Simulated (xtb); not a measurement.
xtb job for C4H4BFO, SMILES CC(B(F)C#C)=O, GFN2-xTB. 

```
$ xtb mol.xyz --gfn 2 --sp --chrg 0 --uhf 0 --json
$ cat mol.xyz
11

C     -2.68185789    -0.85806910     0.36189435
C     -1.63201690    -0.26600759     0.37080365
B     -0.30094510     0.44320426     0.33747751
F     -0.05961491     1.46007985     1.14085266
C      0.88857311    -0.07040583    -0.62657699
C      2.01579695    -0.75154259     0.12277617
O      0.90682060     0.05373667    -1.82982309
H     -3.59875855    -1.37398793     0.36134396
H      2.44029037    -0.04961210     0.83817661
H      2.78355929    -1.08859687    -0.56924605
H      1.61863230    -1.59828572     0.67986583
```

Output:

```
[banner left out]
          |                Calculation Setup                |
           -------------------------------------------------



           -------------------------------------------------
          |                 G F N 2 - x T B                 |
           -------------------------------------------------

        Reference                      10.1021/acs.jctc.8b01176
      * Hamiltonian:
        H0-scaling (s, p, d)           1.850000    2.230000    2.230000
        zeta-weighting                 0.500000
      * Dispersion:
        s8                             2.700000
        a1                             0.520000
        a2                             5.000000
        s9                             5.000000
      * Repulsion:
        kExp                           1.500000    1.000000
        rExp                           1.000000
      * Coulomb:
        alpha                          2.000000
        third order                    shell-resolved
        anisotropic                    true
        a3                             3.000000
        a5                             4.000000
        cn-shift                       1.200000
        cn-exp                         4.000000
        max-rad                        5.000000


          ...................................................
          :                      SETUP                      :
          :.................................................:
          :  # basis functions                  32          :
          :  # atomic orbitals                  32          :
          :  # shells                           18          :
          :  # electrons                        36          :
          :  max. iterations                   250          :
          :  Hamiltonian                  GFN2-xTB          :
          :  restarted?                      false          :
          :  GBSA solvation                  false          :
          :  PC potential                    false          :
          :  electronic temp.          300.0000000     K    :
          :  accuracy                    1.0000000          :
          :  -> integral cutoff          0.2500000E+02      :
          :  -> integral neglect         0.1000000E-07      :
          :  -> SCF convergence          0.1000000E-05 Eh   :
          :  -> wf. convergence          0.1000000E-03 e    :
          :  Broyden damping             0.4000000          :
          :  net charge                          0          :
          :  unpaired electrons                  0          :
          ...................................................

 iter      E             dE          RMSdq      gap      omega  full diag
   1    -20.7466982 -0.207467E+02  0.878E+00    3.01       0.0  T
   2    -20.8315570 -0.848588E-01  0.553E+00    2.00       1.0  T
   3    -20.8153904  0.161666E-01  0.212E+00    2.75       1.0  T
   4    -20.8435275 -0.281371E-01  0.806E-01    2.39       1.0  T
   5    -20.8499115 -0.638391E-02  0.367E-01    2.44       1.0  T
   6    -20.8492660  0.645460E-03  0.267E-01    2.59       1.0  T
   7    -20.8500599 -0.793913E-03  0.867E-02    2.48       1.0  T
   8    -20.8501438 -0.838921E-04  0.180E-02    2.50       1.7  T
   9    -20.8501437  0.637359E-07  0.101E-02    2.50       3.0  T
  10    -20.8501445 -0.770725E-06  0.212E-03    2.50      14.2  T
  11    -20.8501445 -0.325018E-07  0.919E-04    2.50      32.8  T
  12    -20.8501446 -0.649595E-08  0.325E-04    2.50      92.9  T

   *** convergence criteria satisfied after 12 iterations ***

         #    Occupation            Energy/Eh            Energy/eV
      -------------------------------------------------------------
         1        2.0000           -0.8251860             -22.4545
       ...           ...                  ...                  ...
        12        2.0000           -0.5132303             -13.9657
        13        2.0000           -0.4895239             -13.3206
        14        2.0000           -0.4841239             -13.1737
        15        2.0000           -0.4667033             -12.6996
        16        2.0000           -0.4559723             -12.4076
        17        2.0000           -0.4498659             -12.2415
        18        2.0000           -0.3863549             -10.5133 (HOMO)
        19                         -0.2945659              -8.0155 (LUMO)
        20                         -0.2583558              -7.0302
        21                         -0.1925530              -5.2396
        22                         -0.1294139              -3.5215
        23                          0.0687945               1.8720
       ...                                ...                  ...
        32                          1.3430093              36.5451
      -------------------------------------------------------------
                  HL-Gap            0.0917890 Eh            2.4977 eV
             Fermi-level           -0.3404604 Eh           -9.2644 eV

 SCC (total)                   0 d,  0 h,  0 min,  0.004 sec
 SCC setup                      ...        0 min,  0.000 sec (  1.902%)
 Dispersion                     ...        0 min,  0.000 sec (  0.847%)
 classical contributions        ...        0 min,  0.000 sec (  0.277%)
 integral evaluation            ...        0 min,  0.001 sec ( 14.532%)
 iterations                     ...        0 min,  0.002 sec ( 48.266%)
 molecular gradient             ...        0 min,  0.001 sec ( 32.959%)
 printout                       ...        0 min,  0.000 sec (  1.103%)

         :::::::::::::::::::::::::::::::::::::::::::::::::::::
         ::                     SUMMARY                     ::
         :::::::::::::::::::::::::::::::::::::::::::::::::::::
         :: total energy             -20.572827789457 Eh    ::
         :: gradient norm              0.000481981336 Eh/a0 ::
         :: HOMO-LUMO gap              2.497705526202 eV    ::
         ::.................................................::
         :: SCC energy               -20.850137317708 Eh    ::
         :: -> isotropic ES            0.057030218078 Eh    ::
         :: -> anisotropic ES          0.000908357333 Eh    ::
         :: -> anisotropic XC          0.008667674316 Eh    ::
         :: -> dispersion             -0.005810635389 Eh    ::
         :: repulsion energy           0.277309528251 Eh    ::
         :: add. restraining           0.000000000000 Eh    ::
         :: total charge               0.000000000000 e     ::
         :::::::::::::::::::::::::::::::::::::::::::::::::::::

           -------------------------------------------------
          |                Property Printout                |
           -------------------------------------------------

    * Orbital Energies and Occupations

         #    Occupation            Energy/Eh            Energy/eV
      -------------------------------------------------------------
         1        2.0000           -0.8251860             -22.4545
       ...           ...                  ...                  ...
         6        2.0000           -0.5706549             -15.5283
         7        2.0000           -0.5558602             -15.1257
         8        2.0000           -0.5473273             -14.8935
         9        2.0000           -0.5389238             -14.6649
        10        2.0000           -0.5346018             -14.5473
        11        2.0000           -0.5249466             -14.2845
        12        2.0000           -0.5132303             -13.9657
        13        2.0000           -0.4895239             -13.3206
        14        2.0000           -0.4841239             -13.1737
        15        2.0000           -0.4667033             -12.6996
        16        2.0000           -0.4559723             -12.4076
        17        2.0000           -0.4498659             -12.2415
        18        2.0000           -0.3863549             -10.5133 (HOMO)
        19                         -0.2945659              -8.0155 (LUMO)
        20                         -0.2583558              -7.0302
        21                         -0.1925530              -5.2396
        22                         -0.1294139              -3.5215
        23                          0.0687945               1.8720
        24                          0.1289567               3.5091
        25                          0.1528774               4.1600
        26                          0.1818390               4.9481
        27                          0.1987439               5.4081
        28                          0.2367133               6.4413
        29                          0.3750367              10.2053
       ...                                ...                  ...
        32                          1.3430093              36.5451
      -------------------------------------------------------------
                  HL-Gap            0.0917890 Eh            2.4977 eV
             Fermi-level           -0.3404604 Eh           -9.2644 eV

     #   Z          covCN         q      C6AA      α(0)
     1   6 C        1.909    -0.054    32.562     9.216
     2   6 C        1.886    -0.083    33.403     9.335
     3   5 B        2.521     0.379    17.300     7.208
     4   9 F        0.722    -0.237    11.631     4.027
     5   6 C        2.725     0.167    24.378     8.083
     6   6 C        3.752    -0.138    23.216     6.871
     7   8 O        0.856    -0.340    20.517     6.073
     8   1 H        0.928     0.100     1.788     2.091
     9   1 H        0.925     0.072     2.067     2.248
    10   1 H        0.925     0.073     2.057     2.243
    11   1 H        0.925     0.062     2.180     2.309

 Mol. C6AA /au·bohr⁶  :       1507.053690
 Mol. C8AA /au·bohr⁸  :      37542.044405
 Mol. α(0) /au        :         59.703241


Wiberg/Mayer (AO) data.
largest (>0.10) Wiberg bond orders for each atom

 ---------------------------------------------------------------------------
     #   Z sym  total        # sym  WBO       # sym  WBO       # sym  WBO
 ---------------------------------------------------------------------------
     1   6 C    3.958 --     2 C    2.849     8 H    0.965
     2   6 C    3.967 --     1 C    2.849     3 B    1.062
     3   5 B    3.281 --     4 F    1.129     2 C    1.062     5 C    0.916
     4   9 F    1.218 --     3 B    1.129
     5   6 C    3.885 --     7 O    1.893     6 C    0.997     3 B    0.916
     6   6 C    3.994 --     5 C    0.997    10 H    0.979    11 H    0.960
                             9 H    0.958
     7   8 O    2.084 --     5 C    1.893
     8   1 H    0.990 --     1 C    0.965
     9   1 H    0.995 --     6 C    0.958
    10   1 H    0.994 --     6 C    0.979
    11   1 H    0.996 --     6 C    0.960
 ---------------------------------------------------------------------------

Topologies differ in total number of bonds
Writing topology from bond orders to xtbtopo.mol

molecular dipole:
                 x           y           z       tot (Debye)
 q only:       -0.262      -0.669       0.764
   full:       -0.250      -0.683       0.942       3.026
molecular quadrupole (traceless):
                xx          xy          yy          xz          yz          zz
 q only:        6.573       0.515      -0.286       2.608      -1.788      -6.287
  q+dip:       10.407       2.976      -0.730       2.541      -1.881      -9.677
   full:        8.189       1.515       0.354       3.257      -2.567      -8.542


           -------------------------------------------------
          | TOTAL ENERGY              -20.572827789457 Eh   |
          | GRADIENT NORM               0.000481981336 Eh/α |
          | HOMO-LUMO GAP               2.497705526202 eV   |
           -------------------------------------------------
Note: The following floating-point exceptions are signalling: IEEE_UNDERFLOW_FLAG IEEE_DENORMAL
normal termination of xtb

------------------------------------------------------------------------
------------------------------------------------------------------------
 total:
 SCF:
```

Self-consistency was reached.
